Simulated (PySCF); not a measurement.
**Computed properties of C4H4F2, SMILES CC=C=C(F)F**

1,1-difluorobuta-1,2-diene (C4H4F2), SMILES CC=C=C(F)F. Geometry optimised at PBE0-D3(BJ)/def2-SVP. The values are those of a single conformer. All values are computed for the isolated molecule unless a solvent is named; none is compared with measurement here.

**Structure.** The optimised structure has Cs symmetry. All 24 harmonic modes at PBE0-D3(BJ)/def2-SVP (PySCF) are real, so it is a minimum. With heavy atoms numbered as in [CH3:1][CH:2]=[C:3]=[C:4]([F:5])[F:6], the shortest bond between them is C3–C4 at 1.304 Å and the longest C1–C2 at 1.496 Å.

**Vibrations.** The strongest infrared lines (harmonic, unscaled, degenerate partners summed) lie at 2151 cm⁻¹ (280 km/mol, C 99 %), 1316 cm⁻¹ (276 km/mol, C 72 %, F 28 %), 1552 cm⁻¹ (173 km/mol, C 79 %, H 16 %). The softest mode is at 123 cm⁻¹ and the zero-point energy is 43.9 kcal/mol.

**Electronic structure.** PBE0/def2-TZVP (PySCF) places the frontier levels at -7.24 and -0.64 eV, a gap of 6.60 eV, and gives a dipole moment of 2.45 D and a mean polarisability of 51.9 bohr³. PBE/def2-TZVP (PySCF) at the same geometry gives -5.93 and -1.64 eV, so its gap is 2.31 eV narrower. An orbital gap is neither the optical nor the fundamental gap.

**Excitations.** TDA-CAM-B3LYP/def2-SVPD (PySCF) has S1 at 4.84 eV (256 nm, f = 0.000, dark); the most intense of the 10 singlets computed lies at 8.74 eV (f = 1.09). T1 (TDA) is at 4.24 eV, 0.60 eV under S1. TDA-PBE/def2-SVPD (PySCF) puts S1 at 4.46 eV. No vertical singlet excitation falls in the visible range (under 3.1 eV).

**NMR.** GIAO shifts at B3LYP/pcSseg-1 (PySCF) (non-relativistic, atoms alike by connectivity averaged): ¹³C from 24.9 to 190.7 ppm against TMS; ¹H from 2.3 to 6.9 ppm against TMS; ¹⁹F at -111.6 ppm against CFCl3.

**Solvation.** SMD-PBE0/def2-SVP (PySCF) gives 1.9 kcal/mol in water, -2.5 kcal/mol in chloroform, -1.9 kcal/mol in toluene (1 M in both phases, gas-phase geometry); of these solvents chloroform holds the molecule best.
